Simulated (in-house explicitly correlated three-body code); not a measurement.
Computed with an exponentially correlated three-body code. Model: two electrons around a point charge, non-relativistic, variational in 260 exponentially correlated functions (energies converged to about 1e-7 hartree, or 1e-8 relative for large Z).

Command:
```bash
python run_hyl.py task.json out
```
Settings (lengths in bohr, energies in hartree):
```
Z                      2
nuclear_mass           25
interaction_strength   1
functions              260
states_tried           13
```

Time taken, with all properties: 37 s on 1 thread of AMD EPYC 7R13 Processor (Zen 3), on a shared host.

**Those bound S and P states to n = 4 that converged, binding against the one-electron ion.**

Given: nuclear charge 2; mass of the centre 25 electron masses.

Computed: one-electron threshold -1.92307692 hartree.

| term | energy (hartree) | binding (eV) |
| --- | --- | --- |
| 1 1S | -2.78682322 | 23.504 |
| 2 3S | -2.09137305 | 4.5796 |
| 2 1S | -2.06327687 | 3.815 |
| 2 3P | ? | ? |
| 2 1P | ? | ? |
| 3 3S | -1.98911146 | 1.7969 |
| 3 1S | -1.98197822 | 1.6028 |
| 3 3P | -1.97969539 | 1.5407 |
| 3 1P | -1.97564779 | 1.4305 |
| 4 3S | -1.95819366 | 0.95558 |
| 4 1S | -1.95537817 | 0.87896 |
| 4 3P | -1.95448489 | 0.85465 |
| 4 1P | -1.95276543 | 0.80787 |

**Question.** What belongs in the row 2 3P?

**Answer.** energy (hartree): -2.05381039; binding (eV): 3.5574.

**Question.** What belongs in the row 2 1P?

**Answer.** energy (hartree): -2.04068477; binding (eV): 3.2003.

**Converged states only, values per electron or pair.**

```csv
term,mean r (bohr),mean r squared (bohr²),mean inverse r (1/bohr),mean r12 (bohr),mean inverse r12 (1/bohr),mean cosine,mean p1 dot p2 (bohr⁻²),delta r1 (bohr⁻³),delta r12 (bohr⁻³)
1 1S,0.96866,1.2972,1.6214,1.4731,0.9121,-0.051029,0.11404,1.6071,0.094209
2 3S,2.655,12.425,1.1101,4.6248,0.25781,-0.010105,0.0028063,1.1739,-
2 1S,3.0948,17.437,1.0917,5.4826,0.24026,-0.010843,-0.00079342,1.1642,0.0077778
2 3P,2.7194,13.627,1.0928,4.764,0.26376,-0.034414,-0.07515,1.1166,-
2 1P,3.0726,17.584,1.078,5.4299,0.23059,-0.0008852,0.031232,1.1342,0.00054726
3 3S,?,?,?,?,?,?,?,?,-
3 1S,6.7737,92.94,1.0178,12.798,0.10732,-0.0024615,-0.0017279,1.1407,0.0021921
3 3P,6.484,86.29,1.0182,12.227,0.11332,-0.0086766,-0.021625,1.1278,-
3 1P,7.0111,101.24,1.0138,13.27,0.1039,0.00068828,0.0093174,1.1326,0.00019028
4 3S,11.085,257.91,0.99479,21.409,0.062782,-0.00039654,-0.0011361,1.136,-
4 1S,12.012,304.28,0.99279,23.26,0.060402,-0.00070833,-0.00132,1.1355,0.00090058
4 3P,?,?,?,?,?,?,?,?,-
4 1P,12.507,333.21,0.9911,24.249,0.058873,0.00061808,0.0035402,1.1322,8.4943e-05
```

**Question.** What belongs in the row 3 3S?

**Answer.** mean r (bohr): 6.0913; mean r squared (bohr²): 74.341; mean inverse r (1/bohr): 1.0228; mean r12 (bohr): 11.439; mean inverse r12 (1/bohr): 0.11284; mean cosine: -0.0018856; mean p1 dot p2 (bohr⁻²): -0.0011213; delta r1 (bohr⁻³): 1.1425.

**Question.** What belongs in the row 4 3P?

**Answer.** mean r (bohr): 11.804; mean r squared (bohr²): 296.35; mean inverse r (1/bohr): 0.99294; mean r12 (bohr): 22.847; mean inverse r12 (1/bohr): 0.062774; mean cosine: -0.0032091; mean p1 dot p2 (bohr⁻²): -0.0093753; delta r1 (bohr⁻³): 1.1301.
